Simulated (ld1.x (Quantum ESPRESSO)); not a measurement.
# Ca (Z = 20), TM: configuration errors across variants

ld1.x (Quantum ESPRESSO) 7.5 input, shortened:

```
&input
   title='Ca', zed=20., rel=1, dft='PBE', iswitch=3,
   config='[Ar] 3d0 4s1 4p1'
 /
 &inputp
   pseudotype=2, tm=.true., lloc=2,
   nlcc=.true., new_core_ps=.true., rcore=1.15
 /
3
4S  1  0   1.00   0.00  2.70  2.70  0.0
4P  2  1   1.00   0.00  4.15  4.15  0.0
3D  3  2   0.00   0.00  2.30  2.30  0.0
 &test
   configts(1)='3d0 4s1 4p1'
 /
```

All-electron excitation energies from the reference (eV): (1) 3d0 4s2 4p0 -2.422; (2) 3d0 4s1 4p0 3.888; (3) 3d0 4s1.5 4p0 0.082; (4) 3d1 4s0 4p0 5.267; (5) 3d0 4s0 4p1 6.936; (6) 3d1 4s1 4p0 -0.139; (7) 3d0.5 4s1.5 4p0 -1.369.

Tests that are not counted but printed errors over 1 eV. “all radii but the core radius scaled by about 1.07 (s 2.90, p 4.46, d 2.46 bohr)”: 3d0 4s0 4p1 (solver errors, printed error -2.3 eV). “all radii but the core radius scaled by about 1.26 (s 3.40, p 5.24, d 2.90 bohr)”: 3d0 4s0 4p1 (solver errors, printed error +1.3 eV).

A true bound ghost makes a file unfit for plane-wave use even where its test errors are small: the radial tests pick states by their node count and pass the ghost by. Where a test does run into it, the solver fails or the error is huge.

Errors AE − PS in meV (a dash: test not solved or not reliable):

| change | (1) | (2) | (3) | (4) | (5) | (6) | (7) | bound ghosts |
| --- | --- | --- | --- | --- | --- | --- | --- | --- |
| base | -4.2 | +0.6 | -2.5 | -238 | -5.9 | -144 | -63 | s, p |
| all radii but the core radius scaled by about 0.79 (s 2.14, p 3.28, d 1.82 bohr) | -8.1 | +0.3 | -4.2 | -215 | -10 | -149 | -75 | s, p |
| all radii but the core radius scaled by about 0.90 (s 2.42, p 3.72, d 2.06 bohr) | -5.3 | +0.7 | -3.1 | -237 | -6.8 | -149 | -69 | s, p |
| all radii but the core radius scaled by about 1.07 (s 2.90, p 4.46, d 2.46 bohr) | -3.3 | 0.0 | -2.0 | -220 | – | -134 | -57 | s, p |
| all radii but the core radius scaled by about 1.26 (s 3.40, p 5.24, d 2.90 bohr) | -1.3 | -2.7 | -1.7 | -141 | – | -97 | -41 | s, p |
| all radii but the core radius scaled by about 1.36 (s 3.68, p 5.64, d 3.12 bohr) | -1.1 | -5.1 | -2.1 | -84 | +58 | -71 | -31 | s |

**Question.** Give the same row for: all radii but the core radius scaled by about 1.18 (s 3.18, p 4.90, d 2.72 bohr).

**Answer.** -2.2, -1.1, -1.7, -178, –, -114, -48; bound ghosts: s, p. Not counted: 3d0 4s0 4p1 (solver errors, printed error -2.3 eV).
